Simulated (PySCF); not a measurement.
## Dipole polarisabilities along group 11

Calculated with PySCF 2.14 for the ground configurations, without spin-orbit coupling: coupled response for Hartree-Fock and DFT. Mean α in bohr³, C₆ of like pairs in atomic units.

| species | α UHF | α PBE | α PBE0 | α recommended (Schwerdtfeger and Nagle) | C₆ UHF | C₆ PBE | C₆ PBE0 |
| --- | --- | --- | --- | --- | --- | --- | --- |
| Cu [Ar] 3d10 4s1 (aug-cc-pVTZ-PP with one added diffuse shell each of s, p, d, f, g type with ECP10MDF, ECP) | 71.76 | 42.15 | 46.02 | 46.5 ± 0.5 | 505.7 | 271.8 | 297.6 |
| Ag [Kr] 4d10 5s1 (aug-cc-pVTZ-PP with one added diffuse shell each of s, p, d, f, g type with ECP28MDF, ECP) | 83.26 | 47.40 | 51.88 | 55 ± 8 | 695.1 | 379.1 | 411.7 |
| Au [Xe] 4f14 5d10 6s1 (aug-cc-pVTZ-PP with one added diffuse shell each of s, p, d, f, g type with ECP60MDF, ECP) | 50.32 | 36.16 | 37.36 | 36 ± 3 | 445.6 | 336.0 | 342.1 |

Hartree-Fock lacks correlation. All values carry a basis error.
